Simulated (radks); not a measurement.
Results of a calculation; reference values are marked as such.
The nitrogen ion N+ inside a hard spherical wall (all orbitals vanish at R), configuration held at [He] 2s2 2p2 and not refilled when levels cross. Code: a radial shooting solver on a logarithmic mesh with Libxc functionals. Model: non-relativistic Kohn-Sham, PBE, spin-polarised, spherical densities, point nucleus; open shells are filled with parallel spins first. Eigenvalues in eV for spin up, with the zero of energy where the potential of the charges vanishes at infinity; a dash marks a level that is unbound or too diffuse for the functional's potential to be trusted. A positive occupied level is held by the wall or, in an anion where self-interaction has pushed it up, behind a barrier. The pressure on the wall is -dE/dV.

R (bohr),E (hartree),kinetic (hartree),e(1s),e(2s),e(2p),"e(3s, empty)","e(3p, empty)",pressure (GPa)
free,-53.98782,53.853,-401.46,-33.797,-22.037,-,-,0
15,-53.98782,53.853,-401.46,-33.797,-22.037,-,-,< 0.0001
12,-53.98782,53.853,-401.46,-33.797,-22.037,-,-,< 0.0001
10,-53.98782,53.853,-401.46,-33.797,-22.037,-5.818,-,< 0.0001
8,-53.98782,53.853,-401.46,-33.797,-22.037,-5.612,-3.321,< 0.0001
7,-53.98781,53.853,-401.46,-33.796,-22.036,-5.248,-2.730,0.00140
6,-53.98769,53.854,-401.44,-33.789,-22.027,-4.334,-1.459,0.0202
5,-53.98645,53.867,-401.35,-33.732,-21.959,-1.955,1.443,0.299
3.5,-53.94427,54.155,-399.63,-32.668,-20.694,12.127,16.015,19.0
2.5,-53.55524,55.917,-391.52,-26.683,-14.113,53.616,53.505,376
1.5,-49.09602,68.223,-354.26,21.445,28.370,268.32,225.32,13400
